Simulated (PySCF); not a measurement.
N-ethenylpropan-2-imine (C5H9N), SMILES C=CN=C(C)C. Geometry: B3LYP-D3(BJ)/def2-SVP. One conformer was computed; it need not be the lowest.

Problem. Give the equilibrium geometry at B3LYP-D3(BJ)/def2-SVP (PySCF confirms it by a frequency run) as a Z-matrix. (Estimate from the structure and the level; the computed values follow.)

Solution. This is not unique; one that fits is 
```
C
N 1 1.2769
C 2 1.3883 1 125.22
C 3 1.3433 2 126.66 1 -63.40
H 4 1.0917 3 120.54 2 -172.92
H 4 1.0933 5 117.90 3 -176.97
H 3 1.0984 4 119.55 5 -0.37
C 1 1.5068 2 118.44 3 176.73
H 8 1.0974 1 110.18 2 -2.26
H 8 1.1035 9 109.47 1 121.74
H 8 1.1037 9 109.40 10 116.53
C 1 1.5118 2 125.76 3 -4.07
H 12 1.0973 1 112.21 2 -9.22
H 12 1.1022 13 109.76 1 122.54
H 12 1.1034 13 108.15 14 115.88
```
Charge 0, spin multiplicity 1.
